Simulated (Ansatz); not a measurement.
Total energies of SiEt(NMe2)3 (C8H23N3Si) from Ansatz at PBE0-D4/def2-TZVP, gas phase (1 Eh = 27.2114 eV = 2625.5 kJ/mol). The reference geometry is relaxed at PBE-D4/def2-SVP.

| state | geometry | energy (Eh) |
| --- | --- | --- |
| charge 0 singlet | reference | -772.01413 |
| charge 1 doublet | reference | -771.74240 |
| free Si atom (triplet) | – | -289.24943 |
| free C atom (triplet) | – | -37.80537 |
| free H atom (doublet) | – | -0.50104 |
| free N atom (quartet) | – | -54.54382 |

Single mean-field runs in def2-TZVP are fitted with def2-universal-jkfit.

Task: Work out the vertical ionisation energy to the doublet.

Result: E(charge 1 doublet) − E(charge 0 singlet) = -771.74240 − (-772.01413) = 0.27173 Eh = 7.39 eV. For comparison, −ε of the highest occupied level is 5.89 eV at this level, 1.50 eV less.

Task: What is the binding energy per atom against free atoms?

Result: Atoms: 1 × (-289.24943) + 8 × (-37.80537) + 23 × (-0.50104) + 3 × (-54.54382) = -766.84777 Eh. Binding: -766.84777 − (-772.01413) = 5.16636 Eh = 140.58 eV, or 4.02 eV for each of 35 atoms (no zero-point energy, no counterpoise term).
